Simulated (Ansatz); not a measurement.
`F[B]([AlH2])[O][AlH2]` + H–F → `F[B](F)[AlH2]` + `[OH][AlH2]` at 600 K and 1 bar (ligand exchange at a B–O bond).

Calculated with Ansatz (gas phase, PBE0-D4/def2-TZVP geometries, no zero-point term in ΔE). CCSD(T)/CBS adds triple-zeta CCSD(T) − MP2 to the extrapolated MP2 energy (def2 sets, frozen cores). This one scheme is used for every species. One conformer a species, not always the lowest.

| species | CCSD(T)/CBS energy (Eh) | H − E (kJ/mol) | S (J/(mol·K)) |
| --- | --- | --- | --- |
| `F[B]([AlH2])[O][AlH2]` | -686.31458 | 167.5 | 492.0 |
| H–F | -100.39570 | 42.3 | 194.0 |
| `F[B](F)[AlH2]` | -467.68048 | 104.4 | 375.2 |
| `[OH][AlH2]` | -319.03157 | 103.2 | 300.4 |

H − E and S are ideal-gas, rigid-rotor, harmonic terms from PBE0-D4/def2-TZVP, for one conformer and one mirror image of each species. 1 Eh = 2625.50 kJ/mol, R = 8.31446 J/(mol·K).

**Question.** By hand: ΔE, ΔH, ΔS and ΔG.

**Answer.** ΔE = (-467.68048) + (-319.03157) − (-686.31458) − (-100.39570) = -0.00177 Eh = -4.6 kJ/mol. Δ(H − E) = 104.4 + 103.2 − 167.5 − 42.3 = -2.2, so ΔH = -6.8 kJ/mol. ΔS = 375.2 + 300.4 − 492.0 − 194.0 = -10.4 J/(mol·K). ΔG = -6.8 − 600 × (-10.4)/1000 = -0.6 kJ/mol.

**Question.** By hand: the equilibrium constant, and the temperature at which ΔG would vanish if ΔH and ΔS stayed fixed.

**Answer.** log₁₀ K = −ΔG/(RT ln 10) = 0.1. ΔG = 0 at ΔH/ΔS = 654 K, though so small a ΔH makes that figure unsure.

TΔS isn't small against ΔH here. The sign of ΔG lies within the doubt. A doubt of 5 kJ/mol in ΔE shifts log₁₀ K by 0.4 here. Other conformers and mirror images would add mixing entropy, several J/(mol·K) or more a flexible species. Modes under 60 cm⁻¹, often nearly free rotors, make the harmonic entropy too high. These are equilibria of isolated gas molecules and say nothing of rates. Largest T1 diagnostic: 0.014 (customary marks: 0.02 for closed shells, 0.045 for open ones).
